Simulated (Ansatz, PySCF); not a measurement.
This Ansatz (a quantum-chemistry and plane-wave program) input computes a r2SCAN/def2-TZVPD energy:

Ansatz 0.2 input:
```yaml
crystal:
  periodic: [false, false, false]
  atoms:
    - {symbol: Cs, position_ang: [-0.00000000, -0.00000000, -2.00479487]}
    - {symbol: I, position_ang: [0.00000000, 0.00000000, 2.08044750]}
basis:
  gaussian:
    orbitals: def2-TZVPD
hamiltonian:
  xc: {name: r2SCAN}
total_charge: 1
magnetization: {spin_polarized: true, initial_magnetization: 1}
output: {forces: true}
```

Write an input for the same energy in PySCF and say what it gives.


```python
from pyscf import gto, scf, dft

mol = gto.M(
    atom='''
    Cs   -0.00000000   -0.00000000   -2.00479487
    I     0.00000000    0.00000000    2.08044750
    ''',
    basis='def2-tzvpd',
    ecp='def2-tzvp',
    charge=1,
    spin=1,
    symmetry='C2v',
    verbose=4,
)

mf = dft.UKS(mol, xc='r2scan').density_fit(auxbasis='def2-universal-jkfit')
mf.grids.level = 4
mf.conv_tol = 1e-9
mf.max_cycle = 100
mf.max_memory = 1500
mf.kernel()
if not mf.converged:
    mf = mf.newton()
    mf.kernel(mf.make_rdm1())
mf.analyze()
```
It gives -317.81152 Eh, and Ansatz -317.81152 Eh, a difference of 0.00 mEh.
